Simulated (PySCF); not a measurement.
C3H12Si3, SMILES C=CC([SiH3])([SiH3])[SiH3]. Geometry: PBE0-D3(BJ)/def2-SVP. The structure was generated by enumeration, and PubChem lists no compound with its InChIKey, so it may never have been made. Other conformers were not sampled.

### Question
Give the equilibrium geometry at PBE0-D3(BJ)/def2-SVP (PySCF confirms it by a frequency run) as Cartesian coordinates in Å, and its point group. (The exact figures need the calculation; the answer reports its results.)

### Answer
Several could match; the one computed here: point group Cs.
```xyz
18

C      2.2115     1.3290     0.0000
C      0.8743     1.3068     0.0000
C     -0.0237     0.0991     0.0000
Si    -1.1324     0.1846     1.5420
Si     0.8982    -1.5575     0.0000
Si    -1.1324     0.1846    -1.5420
H      2.7526     2.2781     0.0000
H      2.8196     0.4189     0.0000
H      0.3544     2.2764     0.0000
H     -2.1420    -0.9177     1.5208
H     -1.8477     1.4983     1.5640
H     -0.3005     0.0654     2.7774
H      1.7590    -1.6866     1.2158
H     -0.1060    -2.6641     0.0000
H      1.7590    -1.6866    -1.2158
H     -1.8477     1.4983    -1.5640
H     -0.3005     0.0654    -2.7774
H     -2.1420    -0.9177    -1.5208
```
